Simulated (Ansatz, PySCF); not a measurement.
Process, species as SMILES: C[SiH](C)C [trimethylsilane] -> C[SiH]C + [CH3] (CH3) (the C-Si bond at the site shown breaks; other sites are not compared here)
Structures are relaxed separately at B3LYP-D3(BJ)/def2-TZVP in Ansatz (an electronic-structure program). Frequencies are from Ansatz or PySCF.

Quantity: bond dissociation energy (enthalpy at 298 K, with B3LYP-D3(BJ) rigid-rotor harmonic-oscillator terms), in kcal/mol. Valence correlation only, unless marked. Open shells are spin-unrestricted. No spin-orbit coupling. Non-relativistic unless marked X2C. CBS(X,Y): correlation extrapolated as X^-3; Hartree-Fock from the larger set. [CCSD(T)-MP2]/basis is that difference in the basis named.

```json
[
 {"level": "HF/aug-cc-pV(D+d)Z", "program": "Ansatz", "bond dissociation energy (kcal/mol)": "63.7"},
 {"level": "HF/aug-cc-pV(Q+d)Z", "program": "Ansatz", "bond dissociation energy (kcal/mol)": "63.8"},
 {"level": "PBE-D4/def2-TZVPD", "program": "Ansatz + dftd4", "bond dissociation energy (kcal/mol)": "88.0"},
 {"level": "PBE0/def2-SVP", "program": "Ansatz", "bond dissociation energy (kcal/mol)": "87.6"},
 {"level": "PBE0-D3(BJ)/def2-TZVPD", "program": "Ansatz + dftd3", "bond dissociation energy (kcal/mol)": "88.1"},
 {"level": "BHLYP/def2-TZVPD", "program": "Ansatz", "bond dissociation energy (kcal/mol)": "84.3"},
 {"level": "HSE06-D3(BJ)/def2-TZVPD", "program": "Ansatz + dftd3", "bond dissociation energy (kcal/mol)": "87.9"},
 {"level": "CAM-B3LYP/def2-TZVPD", "program": "Ansatz", "bond dissociation energy (kcal/mol)": "87.0"},
 {"level": "LC-wPBE-D4/def2-TZVPD", "program": "Ansatz + dftd4", "bond dissociation energy (kcal/mol)": "89.0"},
 {"level": "MP2/6-31G", "program": "Ansatz", "bond dissociation energy (kcal/mol)": "75.3"},
 {"level": "MP2/aug-cc-pV(T+d)Z", "program": "Ansatz", "bond dissociation energy (kcal/mol)": "92.9"},
 {"level": "MP2/aug-cc-pV(Q+d)Z", "program": "Ansatz", "bond dissociation energy (kcal/mol)": "94.1"},
 {"level": "RI-MP2/cc-pV(T+d)Z", "program": "Ansatz", "bond dissociation energy (kcal/mol)": "92.3"},
 {"level": "RI-MP2/CBS(aug-cc-pV(T+d)Z,aug-cc-pV(Q+d)Z)", "program": "Ansatz", "bond dissociation energy (kcal/mol)": "94.8"},
 {"level": "SCS-MP2/cc-pV(Q+d)Z", "program": "Ansatz", "bond dissociation energy (kcal/mol)": "93.1"},
 {"level": "CCSD(T)/STO-3G", "program": "Ansatz", "bond dissociation energy (kcal/mol)": "110.5"},
 {"level": "CCSD(T)/6-31G", "program": "Ansatz", "bond dissociation energy (kcal/mol)": "73.5"},
 {"level": "CCSD(T)/cc-pV(Q+d)Z", "program": "Ansatz", "bond dissociation energy (kcal/mol)": "90.8"},
 {"level": "X2C-CCSD(T)/cc-pVTZ-DK", "program": "Ansatz", "bond dissociation energy (kcal/mol)": "88.6"},
 {"level": "RI-MP2/CBS(cc-pV(T+d)Z,cc-pV(Q+d)Z)+[CCSD(T)-MP2]/cc-pV(Q+d)Z", "program": "Ansatz", "bond dissociation energy (kcal/mol)": "91.9"},
 {"level": "CCSD(T)/CBS(aug-cc-pV(T+d)Z,aug-cc-pV(Q+d)Z)", "program": "Ansatz", "bond dissociation energy (kcal/mol)": "91.6"}
]
```
